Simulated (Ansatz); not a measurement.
# Torsion profile

InNH₃Br (SMILES [NH2][InH][Br]), closed shell, at its PBE0-D4/def2-TZVP minimum:

```tsv
atom	x (Å)	y (Å)	z (Å)
N1	-0.0082	-0.6278	-0.9999
In2	0.1800	0.6516	0.5207
Br3	-0.0787	-0.5496	2.6735
H4	-0.4296	-1.5272	-0.8280
H5	-0.2048	-0.3090	-1.9352
H6	0.5832	2.2981	0.5227
```

The dihedral angle H4–N1–In2–Br3 (16.9° at the minimum) is set to the values below, the two halves turning rigidly about the central bond. Each method's energies count from its own value at the PBE0-D4 minimum structure. Program: Ansatz 0.2.0. Basis: def2-TZVPP. Cores are frozen in the correlated methods. Filled d shells of the heavier atoms are correlated. Core potentials replace the inner electrons of the atoms past krypton. The def2 sets are not built for correlating such inner shells, so the correlated values are less sure here. B3LYP uses VWN-RPA correlation.

```
dihedral angle (°)  CCSD(T) (eV)  PBE0-D4 (eV)  MP2 (eV)  PBE-D4 (eV)  wB97M-V (eV)
            -154.6        0.0216        0.0200    0.0215       0.0219        0.0186
            -124.6        0.1323        0.1225    0.1324       0.1282        0.1222
             -94.6        0.3094        0.2889    0.3092       0.3053        0.2896
             -64.6        0.3619        0.3383    0.3614       0.3589        0.3398
             -34.6        0.2229        0.2069    0.2235       0.2156        0.2086
              -4.6        0.0482        0.0438    0.0484       0.0448        0.0445
              25.4        0.0068        0.0071    0.0070       0.0075        0.0069
              55.4        0.1360        0.1314    0.1376       0.1367        0.1310
              85.4        0.3275        0.3155    0.3296       0.3334        0.3144
             115.4        0.3923        0.3784    0.3940       0.4030        0.3766
             145.4        0.2598        0.2503    0.2620       0.2632        0.2489
             175.4        0.0796        0.0771    0.0806       0.0810        0.0756
```

Largest difference from the CCSD(T) curve over the scan: r2SCAN-D4 0.0081; B3LYP-D4 0.0131; HF 0.0536 eV. Each curve counts from its own value at the minimum.

The T1 diagnostic stays at or below 0.013.

For scale, one of the runs: CCSD(T)/def2-TZVPP, 171 basis functions (an equivalent command: `ansatz run in.yaml --threads 4`). Time: 65 s of wall clock on 4 CPU threads; the host was shared. Peak host memory: 1.7 GiB.
